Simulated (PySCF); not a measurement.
Isomers C4H9PSi2:

A. `C#CC1(C)[SiH2]P[SiH2]1`
B. `InChI=1S/C4H9PSi2/c1-2-6-3-4-7-5/h1,3-4H,5-7H2/b4-3+`
C. SMILES C#C[SiH2][Si@@H](P)C=C
D. SMILES C#C/C([SiH3])=C/[SiH2]P
E. `[SiH2]([SiH2]C(C#C)=C)P`

Spectrum 1. $^{13}$C{$^{1}$H} NMR (computed): δ 160.4 (CH), 147.9 (C), 95.2 (CH), 90.6 (C).

Spectrum 2. $^{13}$C{$^{1}$H} NMR (computed): δ 93.8 (C), 78.9 (CH), 25.9 (CH3), 18.4 (C).

Spectrum 3. $^{13}$C{$^{1}$H} NMR (computed): δ 149.9 (CH2), 132.2 (C), 92.5 (CH), 88.8 (C).

Spectrum 4. $^{13}$C{$^{1}$H} NMR (computed): δ 144.0 (CH2), 140.0 (CH), 106.6 (CH), 83.5 (C).

Spectrum 5. $^{13}$C{$^{1}$H} NMR (computed): δ 155.0 (CH), 153.3 (CH), 106.5 (CH), 84.0 (C).

PySCF calculation with NMR shieldings at PBE0/pcSseg-1/GIAO and geometry: GFN2-xTB; non-relativistic, equivalent nuclei averaged, no solvent model, a single conformation.

δ = σ(ref) − σ, references computed at the same level: TMS for $^{13}$C (σ = 186.93 ppm). Splittings of carbon signals by F and P are missing where no couplings were computed. Shifts are as computed. Against solution values, carbons near 30 ppm lie about +3 ppm off and those near 130 ppm about +5 ppm. Of 1211 compounds with measured shifts, 218 miss one by over three times the rms of a fit or turn the order of signals round; such compounds aren't used in these exercises.

Task: Which spectrum belongs to which compound?

Result: 1–D, 2–A, 3–E, 4–C, 5–B.

- Spectrum 1 (D): 4 $^{13}$C signals; δC 160.4 is an alkene CH; δC 147.9 is a fully substituted alkene carbon.
- Spectrum 2 (A): 4 $^{13}$C signals; δC 93.8 is an alkyne carbon; δC 78.9 is a terminal alkyne carbon.
- Spectrum 3 (E): 4 $^{13}$C signals; δC 149.9 is a terminal =CH2 carbon; δC 132.2 is a fully substituted alkene carbon.
- Spectrum 4 (C): 4 $^{13}$C signals; δC 144.0 is a terminal =CH2 carbon; δC 140.0 is an alkene CH.
- Spectrum 5 (B): 4 $^{13}$C signals; δC 155.0 is an alkene CH; δC 153.3 is an alkene CH.
